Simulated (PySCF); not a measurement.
**How the method moves the HOMO and LUMO of `BNCCC`**

Compound: C₃H₁₀BN.
Geometry (PBE0-D3(BJ)/def2-SVP, Å), atoms numbered from 1 in this order:
```xyz
15
C3H10BN angstrom
B     -2.613   -0.095   -0.409
N     -1.425   -0.319    0.271
C     -0.178    0.395    0.119
C      0.951   -0.472   -0.423
C      2.257    0.291   -0.579
H     -3.566   -0.803   -0.176
H     -2.665    0.805   -1.218
H     -1.378   -1.082    0.940
H      0.131    0.831    1.088
H     -0.358    1.243   -0.560
H      1.101   -1.334    0.252
H      0.634   -0.894   -1.391
H      2.595    0.711    0.383
H      3.060   -0.358   -0.957
H      2.148    1.130   -1.284
```

Basis pcSseg-1 throughout (PySCF), one geometry. The structure is a single PBE0-D3(BJ)/def2-SVP conformer in the gas phase; no vibrational or solvent corrections.

**Question.** How do the orbital energies, the gap and the dipole change with the method?

**Answer.** 
```json
{"method": "BLYP", "kind": "GGA", "HOMO (eV)": "-6.40", "LUMO (eV)": "-0.47", "gap (eV)": "5.93", "μ (D)": "2.32", "SCF cycles": "14"}
{"method": "B97-D", "kind": "GGA", "HOMO (eV)": "-6.50", "LUMO (eV)": "-0.45", "gap (eV)": "6.05", "μ (D)": "2.27", "SCF cycles": "13"}
{"method": "OPBE", "kind": "GGA", "HOMO (eV)": "-6.51", "LUMO (eV)": "-0.46", "gap (eV)": "6.05", "μ (D)": "2.33", "SCF cycles": "14"}
{"method": "PBE", "kind": "GGA", "HOMO (eV)": "-6.56", "LUMO (eV)": "-0.61", "gap (eV)": "5.95", "μ (D)": "2.35", "SCF cycles": "14"}
{"method": "KT3", "kind": "GGA", "HOMO (eV)": "-6.59", "LUMO (eV)": "-0.55", "gap (eV)": "6.04", "μ (D)": "2.23", "SCF cycles": "14"}
{"method": "KT2", "kind": "GGA", "HOMO (eV)": "-6.60", "LUMO (eV)": "-0.60", "gap (eV)": "6.00", "μ (D)": "2.25", "SCF cycles": "14"}
{"method": "BP86", "kind": "GGA", "HOMO (eV)": "-6.65", "LUMO (eV)": "-0.66", "gap (eV)": "5.99", "μ (D)": "2.34", "SCF cycles": "14"}
{"method": "LDA", "kind": "LDA", "HOMO (eV)": "-6.72", "LUMO (eV)": "-0.85", "gap (eV)": "5.88", "μ (D)": "2.41", "SCF cycles": "14"}
{"method": "B97-2", "kind": "global hybrid", "HOMO (eV)": "-7.55", "LUMO (eV)": "0.36", "gap (eV)": "7.91", "μ (D)": "2.19", "SCF cycles": "12"}
{"method": "B3LYP", "kind": "global hybrid", "HOMO (eV)": "-7.58", "LUMO (eV)": "0.13", "gap (eV)": "7.72", "μ (D)": "2.22", "SCF cycles": "13"}
{"method": "PBE0", "kind": "global hybrid", "HOMO (eV)": "-7.82", "LUMO (eV)": "0.36", "gap (eV)": "8.18", "μ (D)": "2.22", "SCF cycles": "12"}
{"method": "mPW1PW91", "kind": "global hybrid", "HOMO (eV)": "-7.85", "LUMO (eV)": "0.38", "gap (eV)": "8.22", "μ (D)": "2.20", "SCF cycles": "12"}
{"method": "BHandHLYP", "kind": "global hybrid", "HOMO (eV)": "-8.99", "LUMO (eV)": "1.35", "gap (eV)": "10.34", "μ (D)": "2.07", "SCF cycles": "12"}
{"method": "CAM-B3LYP", "kind": "range-separated hybrid", "HOMO (eV)": "-9.20", "LUMO (eV)": "1.45", "gap (eV)": "10.65", "μ (D)": "2.17", "SCF cycles": "12"}
{"method": "wB97X-D", "kind": "range-separated hybrid", "HOMO (eV)": "-9.70", "LUMO (eV)": "2.23", "gap (eV)": "11.92", "μ (D)": "2.16", "SCF cycles": "12"}
{"method": "LC-wPBE", "kind": "range-separated hybrid", "HOMO (eV)": "-10.61", "LUMO (eV)": "2.65", "gap (eV)": "13.25", "μ (D)": "2.16", "SCF cycles": "12"}
{"method": "HF", "kind": "Hartree–Fock", "HOMO (eV)": "-10.86", "LUMO (eV)": "3.73", "gap (eV)": "14.59", "μ (D)": "1.88", "SCF cycles": "10"}
```

The HOMO spans 4.46 eV, from BLYP down to HF, and the gap runs from 5.88 eV (LDA) to 14.59 eV (HF). Over the methods BLYP (0 %), B97-D (0 %), OPBE (0 %), PBE (0 %), KT3 (0 %), KT2 (0 %), BP86 (0 %), LDA (0 %), B97-2 (21 %), B3LYP (20 %), PBE0 (25 %), mPW1PW91 (25 %), BHandHLYP (50 %), HF (100 %), a straight line through the gap against the share of exact exchange rises by 0.86 eV for each 10 % (correlation coefficient 1.000). The dipole ranges from 1.88 D (HF) to 2.41 D (LDA). This basis has no diffuse functions.
